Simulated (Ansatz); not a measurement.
`C[S][GeH]([F])[F]` from Hartree–Fock to CCSD(T)

Cartesian coordinates in Å:
```
C -0.858 0.849 0.999
S -1.289 -0.377 -0.276
Ge 0.737 -0.880 -0.898
F 1.539 0.548 -1.452
F 0.605 -1.906 -2.273
H -0.270 0.405 1.802
H -1.806 1.192 1.412
H -0.332 1.697 0.564
H 1.676 -1.528 0.123
```

Charge 0, multiplicity 1. Correlated methods include outer-core shells of Ge, which these sets cover unevenly. Scalar relativity is left out up to krypton. The geometry is a stationary point of PBE0-D4/def2-TZVP. It is one conformer, not always the lowest. Frozen core, restricted reference, the Gaussian-basis code of Ansatz.

```csv
basis,HF (Eh),MP2 corr.,CCSD corr.,(T),CCSD(T) total
def2-SVP,-2711.48616,-0.87145,?,-0.02123,?
def2-TZVPP,-2712.19828,?,?,-0.04052,?
def2-QZVPP,?,-1.43987,–,–,–
```

**Question.** Fill in the withheld values. (Best estimate.)

**Answer.** Ansatz gave: def2-SVP CCSD corr.: -0.89971; def2-SVP CCSD(T) total: -2712.40710; def2-TZVPP MP2 corr.: -1.10079; def2-TZVPP CCSD corr.: -1.12657; def2-TZVPP CCSD(T) total: -2713.36537; def2-QZVPP HF (Eh): -2712.26348.
